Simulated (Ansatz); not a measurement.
AlBH$_{7}$NSi, relaxed with RKS PBE0-D4/def2-TZVP in Ansatz from a PBE-D4/def2-SVP geometry. The force threshold is 0.005 eV/Å; the program also tests the step.

Charge 0, multiplicity 1. The bonds changed during the relaxation, so this is another structure than the one it started from.

Start:

```xyz
11

B    -1.345    0.681   -0.187
Si   -1.134    0.208    1.620
Al    0.364   -0.733   -0.426
N     1.858    0.035   -1.039
H    -0.948    1.758   -0.587
H    -1.764   -0.154   -0.995
H    -1.434   -1.147    2.207
H    -0.416    1.059    2.630
H     0.189   -2.306   -0.630
H     2.064    1.036   -0.986
H     2.566   -0.437   -1.607
```

Q: How much energy does the relaxation release, and in how many steps? (An estimate is asked.)

A: Ansatz gave: 0.91 kcal/mol, in 11 steps.

Q: Which bonds change most? (Best estimate.)

A: The calculation gave: Al3–N4 from 1.788 to 1.766 Å; B1–Si2 from 1.880 to 1.859 Å; B1–H5 from 1.216 to 1.195 Å; Si2–H7 from 1.507 to 1.487 Å.

Q: Give the relaxed structure. (An estimate is asked.)

A: Ansatz gave: 
```xyz
11

B    -1.309    0.694   -0.163
Si   -1.140    0.195    1.620
Al    0.387   -0.718   -0.415
N     1.838    0.031   -1.087
H    -0.927    1.761   -0.541
H    -1.662   -0.131   -0.990
H    -1.447   -1.155    2.163
H    -0.514    1.044    2.663
H     0.203   -2.284   -0.553
H     2.038    1.018   -1.064
H     2.531   -0.455   -1.634
```
